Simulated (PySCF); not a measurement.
Which determinant of CsBr lies lowest?

Unrestricted PBE0; PySCF, scalar-relativistic core potentials, basis sets Cs def2-SVP with ECP46, Br def2-SVP. Outer shells of the fragments: Cs 6s1; Br 3d10 4s2 4p5.

Followed along the bond (rough minima from three points):

| 2Ms+1 | unpaired | ⟨S²⟩ at the start | R at minimum (Å) | Te (eV) |
| --- | --- | --- | --- | --- |
| 1 | none | 0.00 | 3.14 | 0.00 |
| 3 | σ ↑, π ↑ | 2.00 | none in the scan | ≤ 3.98 |

Solutions found at the starting distance of 3.320 Å, counted from the lowest of them; the search is not exhaustive and high or unbound solutions are not listed, so other states can lie among these:

```tsv
2Ms+1	unpaired	term	E (eV)	⟨S²⟩	⟨Lz²⟩	μ (D)
1	none	¹Σ⁺	0.00	0.00	0.00	-11.79
3	σ ↑, π ↑	³Π	4.04	2.00	1.01	1.54
1	σ ↑, π ↓	mixed	4.06	1.00	1.01	1.78
3	σ ↑↑	³Σ⁺	4.15	2.00	0.00	1.80
3	π ↑↑	mixed	5.16	2.00	2.00	1.25
3	π ↑↑	mixed	5.20	2.00	2.00	2.35
3	σ ↑, π ↑	³Π	5.35	2.00	1.00	2.70
```

A term symbol is given only where ⟨S²⟩ and ⟨Lz²⟩ are close to those of a pure state; real π, δ and φ orbitals otherwise mix terms. A positive dipole means Cs(−)Br(+).

The measured ground state is X ¹Σ+ (Huber and Herzberg, Constants of Diatomic Molecules (1979)).

Spin–orbit coupling is left out. Counting both spins, an empty level lies below a filled one in some of these solutions, because spin and occupation are held.
